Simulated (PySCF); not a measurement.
Species: C9H11F3.
Geometry (PBE0-D3(BJ)/def2-SVP, Å), atoms numbered from 1 in this order:
```xyz
23
C9H11F3 angstrom
C      0.5953    0.4447    3.1378
C      0.7592   -0.5628    2.2732
C      1.6761   -1.7214    2.5226
C      0.0230   -0.5887    0.9839
C     -0.9928    0.4472    0.4449
C     -0.8892   -0.6433   -0.6373
C     -1.6234   -0.6844   -1.9399
F     -1.3816    0.4112   -2.6668
F     -1.2572   -1.7439   -2.6700
F     -2.9452   -0.7617   -1.7535
C     -0.9555   -1.6937    0.4840
C      0.6373   -0.6158   -0.4482
H      1.1335    0.4730    4.0893
H     -0.0826    1.2745    2.9209
H      2.1839   -1.6369    3.4931
H      1.1205   -2.6737    2.5044
H      2.4448   -1.7903    1.7350
H     -1.9536    0.5179    0.9765
H     -0.5925    1.4371    0.1793
H     -0.5199   -2.6782    0.2561
H     -1.9107   -1.7770    1.0236
H      1.1804   -1.5272   -0.7400
H      1.1572    0.2987   -0.7708
```

All values: PBE0/pcSseg-1 (PySCF, non-relativistic), on one gas-phase PBE0-D3(BJ)/def2-SVP geometry that isn't relaxed in the solvent. The solvent is an IEF-PCM continuum (cavity from Bondi-type radii × 1.2). The model holds no explicit solvent molecules, cavitation or dispersion.

Gas phase at PBE0/pcSseg-1: HOMO -7.36 eV, LUMO 0.08 eV, dipole 2.60 D.

Task: What does the continuum do to the energy, the frontier levels and the dipole at PBE0/pcSseg-1 in benzene and chloroform?

Result: 
```tsv
solvent	ε	E(solvent) − E(gas) (kJ/mol)	polarisation term (kJ/mol)	distortion of the solute (kJ/mol)	HOMO (eV)	LUMO (eV)	dipole (D)
benzene	2.271	-6.61	-6.88	0.27	-7.26	0.19	2.78
chloroform	4.711	-10.28	-10.94	0.66	-7.22	0.22	2.87
```

The first energy column is the sum of the next two and covers electrostatics alone. From benzene to chloroform the lowering changes by a factor 1.56, Onsager's factor (ε − 1)/(2ε + 1) by 1.55 and ε itself by 2.1.

Task: Which radius a makes the point-dipole formula ΔE = −[(ε − 1)/(2ε + 1)]·μ²/a³ give the value in chloroform, with the gas-phase dipole?

Result: μ = 1.021 au and |ΔE| = 0.00392 Eh give a = 2.41 Å; the farthest nucleus lies 3.81 Å from the centroid of the nuclei, so such a sphere wouldn't even hold the nuclei. The formula assumes a rigid point dipole at the centre of a sphere.

Task: Give the dipole vector in the frame of the coordinates (D, pointing from negative to positive charge), gas and chloroform.

Result: Gas (1.43, -0.26, 2.15), solvent (1.62, -0.38, 2.34). Its length changes by +10 % and its direction by 2°.

Task: Which Hirshfeld charges (PBE0/pcSseg-1) respond most in benzene (means over atoms taken as equivalent)?

Result: 
```
      atoms                    environment  gas (e)  solvent (e)  change
         C1           terminal =CH2 carbon   -0.111       -0.116  -0.005
  F8/F9/F10        fluorine of a CF3 group   -0.097       -0.099  -0.002
         C6  sp3 carbon at a ring junction   -0.018       -0.019  -0.001
   H18 (×6)             methylene hydrogen   +0.039       +0.041  +0.002
H15/H16/H17                methyl hydrogen   +0.046       +0.047  +0.001
        H13               vinylic hydrogen   +0.044       +0.045  +0.001
```

Time: 74 s of wall time; peak memory 1.4 GiB. Hardware: one thread of an Arm Neoverse V2, on a shared host. This is the whole shielding run at PBE0/pcSseg-1 in chloroform, SCF included.
